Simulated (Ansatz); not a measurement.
SeF2, 3 atoms. Hardware: 4 threads of Arm Neoverse V2 on a shared host.

The 6-31G sets use Cartesian d functions. Correlated methods freeze 11 core orbitals; core or outer-core shells of Se are correlated, in sets that lack core-valence functions.

(1) How many basis functions does each of these Ansatz runs have, and roughly what does it cost? MP2/def2-TZVP, charge 0 singlet, energy, from earlier orbitals; B3LYP-D4/6-31G, charge 0 singlet, energy; r2SCAN-D4/def2-TZVP, charge 1 doublet at the geometry of the charge 0 singlet, energy, from earlier orbitals; r2SCAN0-D4/def2-TZVP, charge 0 singlet, energy, from earlier orbitals; PBE0-D4/def2-TZVPD, charge 0 singlet, energy, from earlier orbitals; PBE0-D4/def2-TZVP, charge 0 singlet, energy, from earlier orbitals; B97M-V/def2-TZVP, charge 0 singlet, energy, from earlier orbitals; PBE0-D4/def2-TZVP, charge 1 doublet at the geometry of the charge 0 singlet, energy; PBE-D4/def2-TZVPD, charge -1 doublet at the geometry of the charge 0 singlet, energy, from earlier orbitals; RPA@PBE/def2-TZVP, charge 0 singlet, energy, from earlier orbitals; PBE0-D4/def2-SVP, charge 0 singlet, energy, from earlier orbitals; LDA (SPW92)/def2-TZVP, charge 0 singlet, energy, from earlier orbitals.

Results:

(1) Other jobs shared the machine, so times can vary by a factor of up to 3. A dash marks memory too small to be measured apart from the calling script's.

```csv
run,functions,fitting or Cholesky vectors,wall time,peak host memory (GiB)
"LDA (SPW92)/def2-TZVP, charge 0 singlet, energy, from earlier orbitals",110,699,0.35 s,–
"B3LYP-D4/6-31G, charge 0 singlet, energy",47,412,0.4 s,–
"PBE0-D4/def2-SVP, charge 0 singlet, energy, from earlier orbitals",60,564,0.45 s,–
"MP2/def2-TZVP, charge 0 singlet, energy, from earlier orbitals",110,746,0.55 s,–
"PBE0-D4/def2-TZVP, charge 0 singlet, energy, from earlier orbitals",110,724,0.95 s,–
"RPA@PBE/def2-TZVP, charge 0 singlet, energy, from earlier orbitals",110,746,1 s,–
"PBE0-D4/def2-TZVPD, charge 0 singlet, energy, from earlier orbitals",137,847,1.1 s,–
"PBE0-D4/def2-TZVP, charge 1 doublet at the geometry of the charge 0 singlet, energy",110,724,1.2 s,–
"r2SCAN0-D4/def2-TZVP, charge 0 singlet, energy, from earlier orbitals",110,724,1.5 s,–
"PBE-D4/def2-TZVPD, charge -1 doublet at the geometry of the charge 0 singlet, energy, from earlier orbitals",137,817,1.8 s,–
"B97M-V/def2-TZVP, charge 0 singlet, energy, from earlier orbitals",110,699,1.9 s,–
"r2SCAN-D4/def2-TZVP, charge 1 doublet at the geometry of the charge 0 singlet, energy, from earlier orbitals",110,699,2.3 s,–
```
